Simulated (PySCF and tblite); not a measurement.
Values are calculated unless marked as measured or tabulated.
C4H7NO2, numbered as in [NH2:1][C:2](=[O:3])[CH:4]1[CH2:5][O:6][CH2:7]1.

Conformers came from 200 starts (ETKDG, MMFF94s, GFN2-xTB); geometries are GFN2-xTB. Energies: PBE0-D3(BJ)/def2-SVP (IEF-PCM, water), with GFN2-xTB thermal terms (modes under about 100 cm⁻¹ blended into free rotors). Symmetry numbers and mirror images are counted. Conformers within 2.5 kcal/mol (GFN2-xTB free energy) were kept, 5 at most. GIAO shieldings: KT3/pcSseg-1 (IEF-PCM, water). Shifts are against TMS (¹H), TMS (¹³C) at the same level; of two unlike H on one atom, a is the less shielded. Codes: tblite and PySCF.

(1) Predict the averaged NMR shifts at 298.15 K.

(2) How do the conformers differ?

Rotation about the C–N or B–N bond may be slow on the NMR time scale, and the averages treat it as fast. H on N, O and S are left out: they exchange, and hydrogen bonds move them by several ppm. Shifts are unscaled: against experiment ¹³C can be off by 15 ppm or more and ¹H by 0.8 ppm.

## Answers

(1) ¹H: 5.17 (H5a/H7a, 2H), 5.16 (H5b/H7b, 2H), 4.01 (H4, 1H) ppm. ¹³C: 163.9 (C2), 77.9 (C5/C7), 42.6 (C4) ppm.

(2) Torsions listed: H1–N1–C2–O3, O3–C2–C4–C5. The 4-ring runs over atoms 4–5–6–7. Of a mirror pair one member is shown.
| conformer | shape | weight % |
| --- | --- | --- |
| 1 | 4-ring flat; -1°, 112° | 93.6 |
| 2 | 4-ring puckered (ring torsions -10, 10, -10, 10°); 180°, -133° | 6.4 |

| signal | 1 | 2 | average |
| --- | --- | --- | --- |
| H4 | 4.07 | 3.14 | 4.01 |
| H5a/H7a | 5.19 | 4.84 | 5.17 |
| H5b/H7b | 5.14 | 5.44 | 5.16 |
| C2 | 163.7 | 165.7 | 163.9 |
| C4 | 42.2 | 48.7 | 42.6 |
| C5/C7 | 77.8 | 79.4 | 77.9 |


Conformer gaps in def2-SVP on xTB geometries can be 2 kcal/mol too large for S=O, P=O and other polar bonds.